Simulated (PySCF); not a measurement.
C6H4S2, SMILES c1cc2sccc2s1 (GFN2-xTB optimised geometry):

```
12

C      1.990    -1.084     0.000
C      0.754    -1.642     0.000
C     -0.248    -0.649     0.000
S     -1.976    -0.649     0.000
C     -1.990     1.084     0.000
C     -0.754     1.642     0.000
C      0.248     0.649     0.000
S      1.976     0.649     0.000
H      2.938    -1.586     0.000
H      0.563    -2.699     0.000
H     -2.938     1.586     0.000
H     -0.563     2.699     0.000
```

Method: B3LYP/def2-TZVP (PySCF 2.14.0).

**Question.** What are the frontier orbital energies and the dipole moment?

**Answer.** HOMO-2 -7.89 eV, HOMO-1 -6.46 eV, HOMO -6.08 eV, LUMO -0.99 eV, LUMO+1 0.18 eV; dipole moment 0.00 D.

On the same geometry PBE/def2-TZVP run with PySCF gives HOMO-2 -6.99 eV, HOMO-1 -5.69 eV, HOMO -5.35 eV, LUMO -1.61 eV, LUMO+1 -0.62 eV; dipole moment 0.00 D.

Meta-Löwdin charges at B3LYP/def2-TZVP: C1 -0.26, C2 -0.15, C3 -0.14, S4 0.28, C5 -0.26, C6 -0.15, C7 -0.14, S8 0.28, H9 0.14, H10 0.13, H11 0.14, H12 0.13.
